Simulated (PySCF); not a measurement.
Isomers of C3H5Cl. Isolated molecules, 0 K electronic values unless said otherwise. Strings in code marks are SMILES.

The S1 excitation (TDA) from two functionals at the same geometries (PBE0-D3(BJ)/def2-TZVP), both in PySCF: PBE-D3(BJ)/def2-TZVP and PBE0-D3(BJ)/def2-TZVP. Excitations are Tamm–Dancoff values on a coarser integration grid. The basis has no diffuse functions, so Rydberg states are missing or too high.

| species | PBE-D3(BJ)/def2-TZVP (eV) | PBE0-D3(BJ)/def2-TZVP (eV) |
|---|---|---|
| `C=C(C)Cl` | 6.36 | 6.75 |
| `ClC1CC1` | 6.58 | 7.01 |
| `C(=C\C)/Cl` | 6.24 | 6.70 |
| `C/C=C\Cl` | 6.45 | 6.87 |

Over these rows, drawn at random from the members with no instability flagged (it was tested for open shells, ions and some series alone), PBE minus PBE0-D3(BJ): mean -0.42 eV, from -0.45 eV to -0.40 eV.
